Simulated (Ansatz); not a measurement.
Two members of one family (Series SiCl3X), computed with Ansatz in the gas phase. The two geometries come from different levels. Binding counts from free atoms in the multiplicity of their measured ground term, without zero-point energy. The structures are stationary points that may keep the symmetry of their start.

First: SiFCl3 (singlet, charge 0, PBE-D4/def2-SVP geometry).

```xyz
5

Si   -0.038   -0.046   -0.020
F    -1.007   -1.239   -0.528
Cl    1.866   -0.776    0.116
Cl   -0.696    0.582    1.809
Cl   -0.125    1.478   -1.377
```

```json
{"level": "PBE-D4/def2-SVP", "HOMO (eV)": "-8.03", "LUMO (eV)": "-1.40", "gap (eV)": "6.63", "binding per atom (eV)": "3.75"}
{"level": "PBE-D4/def2-TZVP", "HOMO (eV)": "-8.22", "LUMO (eV)": "-1.76", "gap (eV)": "6.46", "binding per atom (eV)": "3.80"}
{"level": "r2SCAN-D4/def2-TZVP", "HOMO (eV)": "-8.61", "LUMO (eV)": "-1.37", "gap (eV)": "7.25", "binding per atom (eV)": "3.77"}
{"level": "PBE0-D4/def2-SVP", "HOMO (eV)": "-9.57", "LUMO (eV)": "-0.43", "gap (eV)": "9.14", "binding per atom (eV)": "3.64"}
{"level": "r2SCAN0-D4/def2-TZVP", "HOMO (eV)": "-9.93", "LUMO (eV)": "-0.50", "gap (eV)": "9.42", "binding per atom (eV)": "3.67"}
```

Second: SiBrCl3 (singlet, charge 0, r2SCAN-D4/def2-SVP geometry).

```xyz
5

Si   -0.022   -0.010   -0.007
Br    1.926    0.816    0.593
Cl   -0.131   -1.979    0.524
Cl   -0.247    0.153   -2.031
Cl   -1.525    1.020    0.920
```

Problem. What does the change do? Estimate second minus first.

Solution. 
```json
{"level": "PBE-D4/def2-SVP", "Δ HOMO (eV)": "0.44", "Δ LUMO (eV)": "-0.42", "Δ gap (eV)": "-0.86", "Δ binding per atom (eV)": "-0.50"}
{"level": "PBE-D4/def2-TZVP", "Δ HOMO (eV)": "0.48", "Δ LUMO (eV)": "-0.36", "Δ gap (eV)": "-0.84", "Δ binding per atom (eV)": "-0.51"}
{"level": "r2SCAN-D4/def2-TZVP", "Δ HOMO (eV)": "0.50", "Δ LUMO (eV)": "-0.43", "Δ gap (eV)": "-0.93", "Δ binding per atom (eV)": "-0.50"}
{"level": "PBE0-D4/def2-SVP", "Δ HOMO (eV)": "0.56", "Δ LUMO (eV)": "-0.48", "Δ gap (eV)": "-1.04", "Δ binding per atom (eV)": "-0.45"}
{"level": "r2SCAN0-D4/def2-TZVP", "Δ HOMO (eV)": "0.60", "Δ LUMO (eV)": "-0.47", "Δ gap (eV)": "-1.07", "Δ binding per atom (eV)": "-0.47"}
```
